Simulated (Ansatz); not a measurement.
Start from `COB(Br)Br` and change one atom or group to get `COB(F)Br`.

Ansatz, PBE0-D4/def2-TZVP geometries, multiplicity 1. Each molecule was computed in one conformer, which needn't be the lowest.

Scalar relativity is left out up to krypton.

```json
{"property": "HOMO–LUMO gap (PBE0/def2-TZVPP) / eV", "`COB(Br)Br`": "7.60"}
{"property": "HOMO energy (PBE0/def2-TZVPP) / eV", "`COB(Br)Br`": "-8.15"}
{"property": "HOMO–LUMO gap (ωB97M-V/def2-TZVPP) / eV", "`COB(Br)Br`": "11.85"}
{"property": "LUMO energy (PBE0/def2-TZVPP) / eV", "`COB(Br)Br`": "-0.55"}
{"property": "size of the dipole moment (PBE/def2-TZVPP) / D", "`COB(Br)Br`": "2.46"}
{"property": "HOMO–LUMO gap (B3LYP/def2-TZVPP) / eV", "`COB(Br)Br`": "7.14"}
```

Problem. What does the change do to each property? (Estimate.)

Solution. Ansatz gave: 
| property | `COB(F)Br` | shift |
| --- | --- | --- |
| HOMO–LUMO gap (PBE0/def2-TZVPP) / eV | 9.03 | 1.43 |
| HOMO energy (PBE0/def2-TZVPP) / eV | -8.67 | -0.52 |
| HOMO–LUMO gap (ωB97M-V/def2-TZVPP) / eV | 13.06 | 1.21 |
| LUMO energy (PBE0/def2-TZVPP) / eV | 0.36 | 0.91 |
| size of the dipole moment (PBE/def2-TZVPP) / D | 2.35 | -0.11 |
| HOMO–LUMO gap (B3LYP/def2-TZVPP) / eV | 8.50 | 1.36 |

With PBE0 the HOMO falls by 0.52 eV and the LUMO rises by 0.91 eV, so the gap widens by about 1.43 eV. PBE moves the HOMO by -0.45 eV and ωB97M-V by -0.59 eV. Dipoles are sizes alone; their direction can turn.

B3LYP here is the variant with VWN-RPA as its local correlation; programs differ in this.

Spin–orbit coupling is left out; it splits and shifts lone-pair levels of the heavy atoms by tenths of an eV.
